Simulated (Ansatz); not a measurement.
Molecule: C2H3F3O2Si (charge 0, singlet). 
Coordinates optimised at B3LYP-D3(BJ)/def2-TZVP (Ansatz, a program for electronic structure):
SMILES: CC(=O)O[Si](F)(F)F
```xyz
11

C     -2.9950    -0.0406    -0.1543
C     -1.6103     0.3006     0.2956
O     -1.3036     1.0454     1.1808
O     -0.6588    -0.3600    -0.4461
Si     0.9473    -0.1794    -0.1769
F      1.4249     1.2981    -0.4065
F      1.6598    -1.1003    -1.2326
F      1.3656    -0.6567     1.2587
H     -3.7204     0.4959     0.4497
H     -3.1115     0.2203    -1.2071
H     -3.1520    -1.1168    -0.0682
```
Charge 0, spin multiplicity 1.

Quantity: atomisation energy (electronic, to ground-state atoms), in kJ/mol. Correlated levels leave the core frozen unless marked. Open shells are spin-unrestricted. No spin-orbit coupling. No relativistic terms. The coupled-cluster limit lacks core correlation, which all-electron functionals hold. CBS marks a two-point X^-3 extrapolation of the correlation energy; Hartree-Fock from the larger set. [CCSD(T)-MP2]/basis is that difference in the basis named.

```csv
level,program,atomisation energy (kJ/mol)
PBE/def2-TZVPD,Ansatz,5189.8
B3LYP/def2-TZVPD,Ansatz,5011.6
PBE0-D3(BJ)/def2-TZVPD,Ansatz + dftd3,5062.6
PBE0/def2-QZVPP,Ansatz,5060.0
HSE06-D3(BJ)/def2-TZVPD,Ansatz + dftd3,5064.1
CAM-B3LYP-D3(BJ)/def2-TZVPD,Ansatz + dftd3,5104.0
wB97X-V/def2-TZVPD,Ansatz,5091.6
PBE-QIDH/def2-TZVPD,Ansatz,5044.2
MP2/6-31G,Ansatz,4047.8
SCS-MP2/aug-cc-pV(T+d)Z,Ansatz,5104.6
CCSD/6-31G,Ansatz,3889.9
"CCSD/CBS(cc-pV(T+d)Z,cc-pV(Q+d)Z)",Ansatz,5012.4
CCSD(T)/STO-3G,Ansatz,3983.7
"RI-MP2/CBS(aug-cc-pV(T+d)Z,aug-cc-pV(Q+d)Z)+[CCSD(T)-MP2]/aug-cc-pV(D+d)Z",Ansatz,5112.2
"CCSD(T)/CBS(cc-pV(T+d)Z,cc-pV(Q+d)Z)",Ansatz,5118.1
```
